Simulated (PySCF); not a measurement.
C₃H₉O₂Si, SMILES CO[Si](C)(C)[O], multiplicity 2.

The structure is a stationary point at r2SCAN-D4/def2-SVP. The isomer is the one that the SMILES or the coordinates give; other isomers of the formula were not compared. The values are those of a single conformer.

Level of theory: SMD-B3LYP/6-31G* (PySCF).

Solvation free energies are E(SMD) − E(gas) at the gas-phase geometry, for 1 M in both phases. In vacuum the dipole moment is 1.83 D.

Computed solvation free energies in water, tetrahydrofuran, acetonitrile:
```json
[
 {"solvent": "water", "ΔG(solv) (kcal/mol)": "-2.8", "its non-electrostatic (CDS) part": "4.3", "dipole (D)": "2.75"},
 {"solvent": "tetrahydrofuran", "ΔG(solv) (kcal/mol)": "-3.9", "its non-electrostatic (CDS) part": "-0.5", "dipole (D)": "2.28"},
 {"solvent": "acetonitrile", "ΔG(solv) (kcal/mol)": "-4.0", "its non-electrostatic (CDS) part": "0.4", "dipole (D)": "2.42"}
]
```
